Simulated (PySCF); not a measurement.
Ligand exchange on a metal centre used in film growth or etching (Zn Cl-OH). Isolated molecules, 0 K electronic values unless said otherwise. One relaxed conformer stands for each flexible species; it need not be the lowest.

Calculation: PBE-D3(BJ)/def2-TZVP // TPSS-D3(BJ)/def2-SVP (PySCF). 

```json
[
 {"species": "0 of 2 Cl replaced by OH", "HOMO (eV)": "-7.74", "charge on the central atom (meta-Löwdin) (e)": "1.19", "LUMO (eV)": "-2.70", "charge on the central atom (Mulliken) (e)": "0.54"},
 {"species": "1 of 2 Cl replaced by OH", "HOMO (eV)": "-7.03", "charge on the central atom (meta-Löwdin) (e)": "1.21", "LUMO (eV)": "-2.38", "charge on the central atom (Mulliken) (e)": "0.53"},
 {"species": "2 of 2 Cl replaced by OH ([Zn(OH)2])", "HOMO (eV)": "-6.75", "charge on the central atom (meta-Löwdin) (e)": "1.23", "LUMO (eV)": "-2.03", "charge on the central atom (Mulliken) (e)": "0.50"}
]
```
